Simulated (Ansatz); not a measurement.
Molecule: sum formula BNH5, charge 0, multiplicity 2. It need not be the lowest isomer of its formula. 
Coordinates optimised at B3LYP-D3(BJ)/def2-TZVP (Ansatz, a quantum-chemistry and plane-wave program):
```
N
H 1 1.0160
H 1 1.0160 2 107.50
H 1 1.0259 2 107.16 3 114.90
B 1 1.6174 2 110.12 3 -119.97
H 5 1.1945 1 110.53 2 -50.11
H 5 1.1945 6 124.23 1 135.06
```
Charge 0, spin multiplicity 2.

Quantity: atomisation energy (electronic, to ground-state atoms); the coupled-cluster value holds the core correlation from cc-pwCVTZ, in kcal/mol. Correlated levels leave the core frozen unless marked. UHF or UKS for open shells. No spin-orbit coupling. Non-relativistic. CBS marks a two-point X^-3 extrapolation of the correlation energy; Hartree-Fock from the larger set. The bracket is a focal-point correction in the basis named.

Level to compare with: RI-MP2/CBS(aug-cc-pVTZ,aug-cc-pVQZ)+[CCSD(T)-MP2]/aug-cc-pVTZ plus the core term (Ansatz), 505.2 kcal/mol. It is a level with limits of its own, and the differences hold the functionals' basis error too.

Rank these functionals by how close they come to RI-MP2/CBS(aug-cc-pVTZ,aug-cc-pVQZ)+[CCSD(T)-MP2]/aug-cc-pVTZ, closest first: SVWN5/def2-TZVPD (Ansatz); revPBE/def2-TZVPD (Ansatz); B3LYP/def2-TZVPD (Ansatz).

B3LYP/def2-TZVPD (global hybrid, 507.2 kcal/mol, difference 2.0), revPBE/def2-TZVPD (GGA, 496.5 kcal/mol, difference -8.7), SVWN5/def2-TZVPD (LDA, 573.7 kcal/mol, difference 68.5)
